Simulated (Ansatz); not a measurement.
Stretching the Si1–Br3 bond in BrHSi (SMILES [SiH]Br) (multiplicity 1 held, fragments rigid). Energies count from the point at 2.267 Å.
Geometry at that point (charge 0, multiplicity 1):
```xyz
3

Si    -0.89670    -0.76105     1.06218
H     -1.89252    -1.22929     0.00777
Br     0.41275     0.33954    -0.42510
```

Unrestricted levels (U-) break spin symmetry where that is lower. Active spaces are followed from a long bond inwards. Levels need not reach the same state.

Frozen-core correlation. Filled d and f shells under p-block atoms count as core.

Programs: Ansatz (Gaussian basis) for Hartree–Fock, density functionals and correlated methods. Values without a source in brackets are computed.

Task: Estimate the energy at R = 7.253 Å that U-MP2/def2-SVP returns for this input.

Result: 82.2 kcal/mol

Task: What energy at R = 7.253 Å does U-SCS-MP2/def2-SVP give?

Result: 79.2 kcal/mol

Task: Predict the energy at R = 7.253 Å from FIC-MRCISD+Q on CASSCF(6,4)/def2-SVP.

Result: 81.0 kcal/mol

Doubts at one or more of the structures used: a spin-contaminated determinant (U-MP2/def2-SVP, U-SCS-MP2/def2-SVP); active orbitals that take no part (FIC-MRCISD+Q on CASSCF(6,4)/def2-SVP).

Ansatz is a program for electronic structure.
